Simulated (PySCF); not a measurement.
Si(Cl)(F)2(SMe) (CH3ClF2SSi), SMILES CS[Si](F)(F)Cl. Geometry: ωB97X-D3(BJ)/def2-SVP. This is a generated structure with no PubChem entry under its InChIKey; it may be hypothetical. The values are those of a single conformer.

Task: Give the equilibrium geometry at ωB97X-D3(BJ)/def2-SVP (PySCF confirms it by a frequency run) as Cartesian coordinates in Å. (The exact figures need the calculation; the answer reports its results.)

Result: Several could match; the one computed here: 
```xyz
9

C     -2.3453    -0.1199    -0.4708
S     -1.1186     1.2354    -0.4224
Si     0.5760     0.0522    -0.1430
F      0.8314    -0.9365    -1.3868
F      1.8551     1.0104    -0.0053
Cl     0.4439    -1.1366     1.5038
H     -3.3248     0.3537    -0.6171
H     -2.1453    -0.7999    -1.3099
H     -2.3482    -0.6745     0.4773
```
